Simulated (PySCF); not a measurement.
**O⁺ (oxygen, charge +1) across methods**

[He] 2s2 2p3, high-spin 4S determinant. Computed with PySCF 2.14 in aug-cc-pVTZ-DK (5s4p3d2f, 46 functions), with scalar relativity by spin-free X2C-1e.

```
 method  E (hartree)  mean ε 2s α (eV)  mean ε 2s β (eV)  mean ε 2p α (eV)  Σ⟨r²⟩ (bohr²)   ⟨S²⟩
    UHF    -74.42323           -56.450           -41.741           -36.186          7.360  3.755
  B3LYP     -74.6280           -44.524           -37.645           -28.420          7.468  3.752
    PBE     -74.5447           -41.607           -35.722           -26.364          7.506  3.752
  B97-3     -74.6131           -45.587           -38.036           -28.986          7.397  3.753
 r2SCAN     -74.6056           -43.589           -35.775           -27.281          7.417  3.753
   PBE0     -74.5606           -45.474           -37.680           -28.969          7.447  3.752
r2SCAN0     -74.6073           -46.849           -37.630           -29.638          7.392  3.754
    M06     -74.6044           -45.126           -37.949           -28.745          7.372  3.753
```

Problem. Estimate the same row for LDA.

Solution. E (hartree) = -74.0617; mean ε 2s α (eV) = -41.239; mean ε 2s β (eV) = -35.648; mean ε 2p α (eV) = -26.430; Σ⟨r²⟩ (bohr²) = 7.539; ⟨S²⟩ = 3.752.
